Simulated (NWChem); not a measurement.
System: C2H5ISi; SMILES [SiH3]/C=C\I

Computed with NWChem. Coordinates come from a PBE0/def2-SVP optimisation. No frequency run checked for a minimum. def2 effective core potentials on I; no spin-orbit coupling.

Diagonal of the polarisability tensor at PBE/def2-SVPD, static: 85.02, 121.03, 69.41 bohr³.

Question: Find the mean polarisability volume, the molar refraction, and the refractive index that an ideal gas of it would have at 273.15 K and 1 atm.

Answer: 
1. Mean: one third of the trace = 91.82 bohr³ × 0.14818 Å³/bohr³ = 13.61 Å³.
2. Molar refraction (Lorentz-Lorenz): (4π/3) N_A α = 34.3 cm³/mol.
3. Number density p/kT = 2.687 × 10⁻⁵ Å⁻³; n − 1 = 2π N α = 22.97 × 10⁻⁴.
4. These hold the electronic response alone: vibrational and orientational terms add to the static dielectric constant.
